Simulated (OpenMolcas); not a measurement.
Ti2+.

```json
{"Program": "OpenMolcas 26.06", "Basis": "ANO-RCC-VQZP [7s6p4d3f2g1h]", "Scalar Hamiltonian": "DKH2, point nucleus", "Active space": "2 electrons in 6 orbitals (3d 4s)", "State averaging": "2S+1 = 3 even, 15 roots; 2S+1 = 1 even, 20 roots kept (CI in the orbitals of an earlier block)", "Spin-orbit coupling": "state interaction with AMFI integrals over the reference wave functions, term energies averaged over their components"}
```

Two sets of levels on these reference wave functions, in cm⁻¹ above 3d² ³F₂: one from CASSCF and one from MS-CASPT2, IPEA 0.25 Eh, imaginary shift 0.1 Eh (closed shells correlated: 3s 3p).

```tsv
Level	Set 1	Set 2
3d² ³F₂	0.0	0.0
3d² ³F₃	201	199
3d² ³F₄	460	459
3d² ¹D₂	7870	11390
3d² ³P₀	10990	13750
3d² ³P₁	11060	13820
3d² ³P₂	11200	13960
3d² ¹G₄	14310	17900
3d 4s ³D₁	38790	38930
3d 4s ³D₂	38910	39060
3d 4s ³D₃	39120	39260
3d² ¹S₀	31580	43350
3d 4s ¹D₂	42080	44570
```

Question: Which set is which?

Answer: Set 1 is MS-CASPT2. Its levels of the other terms of 3d² lie at 0.69 to 0.80 of the other set's values, as expected, since terms of lower spin or lower L gain more correlation energy than the Hund ground term. Against 11 measured levels (Corliss and Sugar, J. Phys. Chem. Ref. Data 8, 1 (1979)) the mean absolute deviation is 440 cm-1 with it and 2900 cm-1 without; single levels miss by up to 890 cm-1 with it.

CASPT2 does not keep the components of a term degenerate, so their means are used; among the terms shown or strongly mixed into the levels shown the widest spread is 920 cm-1 (3d² ¹G, MS-CASPT2). Terms from blocks run as CI alone lack orbitals of their own. A single d shell beside an s shell can misplace configurations of different d count against each other. Without dynamic correlation excited terms often stand tens of per cent too high (terms of higher spin than the ground term too low), and those without a measured partner can miss by more than the paired ones (holds for CASSCF). Computed and measured levels are paired by configuration, term and J; levels that our copy of the source lacks, or whose pairing is in doubt (as where it misses far off the trend of its configuration), stay unpaired and out of the deviations. Only configurations of the active space appear.
